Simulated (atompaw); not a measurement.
# An all-electron radial function and its pseudo partner (H (Z = 1))

Columns: radius, all-electron u(r) and pseudo u(r) of the 1s shell (level -6.49 eV) of hydrogen in the configuration 1s1; PBE, scalar-relativistic, PAW (atompaw) scheme, atompaw 4.2.0.5.

| r (bohr) | all-electron | pseudo |
| --- | --- | --- |
| 0.037 | 0.0685 | 0.0526 |
| 0.073 | 0.1302 | 0.1033 |
| 0.110 | 0.1889 | 0.1547 |
| 0.146 | 0.2417 | 0.2035 |
| 0.183 | 0.2917 | 0.2521 |
| 0.219 | 0.3365 | 0.2975 |
| 0.256 | 0.3788 | 0.3420 |
| 0.292 | 0.4165 | 0.3829 |
| 0.329 | 0.4519 | 0.4223 |
| 0.365 | 0.4834 | 0.4580 |
| 0.402 | 0.5128 | 0.4917 |
| 0.438 | 0.5387 | 0.5217 |
| 0.475 | 0.5628 | 0.5495 |
| 0.512 | 0.5844 | 0.5745 |
| 0.548 | 0.6032 | 0.5961 |
| 0.585 | 0.6205 | 0.6156 |
| 0.621 | 0.6353 | 0.6321 |
| 0.658 | 0.6487 | 0.6468 |
| 0.694 | 0.6601 | 0.6590 |
| 0.731 | 0.6702 | 0.6696 |
| 0.767 | 0.6785 | 0.6782 |
| 0.804 | 0.6856 | 0.6856 |
| 0.840 | 0.6913 | 0.6913 |
| 0.877 | 0.6959 | 0.6959 |
| 0.913 | 0.6993 | 0.6993 |
| 0.950 | 0.7018 | 0.7018 |

Problem. How many radial nodes do the two functions have?

Solution. The all-electron 1s function has n − l − 1 = 0; the pseudo-wave has 0.

Problem. Is the pseudo-wave norm-conserving?

Solution. No, it belongs to a PAW set: the norm inside the radius is not constrained, and the difference is carried by the augmentation charge.
